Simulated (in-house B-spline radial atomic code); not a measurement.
The numbers below are computed, except where a source is named.
**Ru in an electron gas of r_s = 2.07: phase shifts, screening, friction and resistivity**

A nucleus sits in a uniform electron gas with a rigid positive background. The Kohn-Sham equations are solved self-consistently in the spin-unpolarised LDA (PW92), non-relativistic, on B-splines with outgoing waves at the boundary and partial waves to l = 8. The model has no lattice, no bands and no magnetic solution. Atomic units; δ_l are the phase shifts at the Fermi level, counted so that each bound state adds π, and good to about 0.0005.

The density parameter is r_s = 2.07 bohr, near that of the valence electrons of Al (3 per atom, density 2.7 g/cm³, mass 26.98 u, which gives r_s = 2.07).

```csv
l,δ_l (rad)
0,11.9759
1,9.3500
2,5.7114
3,0.0563
4,0.0115
5,0.0018
6,0.0002
7,-0.0002
8,-0.0002
```

Bound levels below the band bottom (hartree): s -18.77, p -15.55, d -9.596, s -2.08, p -1.13 and deeper ones.

Check the Friedel sum rule, and say where the screening charge sits.

k_F = (9π/4)^(1/3)/r_s = 0.92713. The rule is Z = (2/π) Σ (2l + 1) δ_l. The terms are s 7.624, p 17.857, d 18.180, f 0.251 and 0.076 beyond, in all 43.988 against Z = 44. Bound states hold 8 s, 18 p, 10 d electrons, so the scattering states carry 7.99 in all; where a term is smaller than its bound count, the bound level has drawn weight out of the band.

Find the transport cross section and the electronic stopping of a 1 keV Ru ion (mass 101.07 u).

σ_tr = (4π/k_F²) Σ (l + 1) sin²(δ_l − δ_(l+1)). The terms for l = 0 to 3 are 0.2432, 0.4547, 1.0358, 0.0080, all together 1.7422, so σ_tr = 14.619 × 1.7422 = 25.470 bohr². With n = 3/(4π r_s³) = 0.02692, the friction coefficient is Q = n k_F σ_tr = 0.6356. For v well below v_F = 0.927, dE/dx = Q v; with 24801 eV per u at v = 1, v = √(1000/(24801 × 101.07)) = 0.0200, so dE/dx = 0.01269 hartree/bohr = 6.53 eV/nm. The largest term couples the d and f waves.

What residual resistivity would 1 atomic per cent of such centres give in Al?

Δρ = k_F n_i σ_tr/n in atomic units of 21.74 μΩ·cm. With one host atom per 3 electrons, n_i/n = 0.01/3, so Δρ = 0.9271 × 0.00333 × 25.470 × 21.74 = 1.71 μΩ·cm. This is an atom added to the gas, as on an interstitial site.

On a substitutional site the background of one host ion, a sphere holding 3 charges, is taken out. The phase shifts for l = 0 to 4 become 11.5466, 8.9582, 5.2723, -0.0383, -0.0098. What follows?

The Friedel sum is now 40.99, for Z − 3 = 41. The sum in σ_tr is 2.8644, so σ_tr = 41.88 bohr² and Δρ = 2.81 μΩ·cm per atomic per cent, 1.64 times the value above. A real host ion scatters too, so this model doesn't give zero even for the host's own atom.
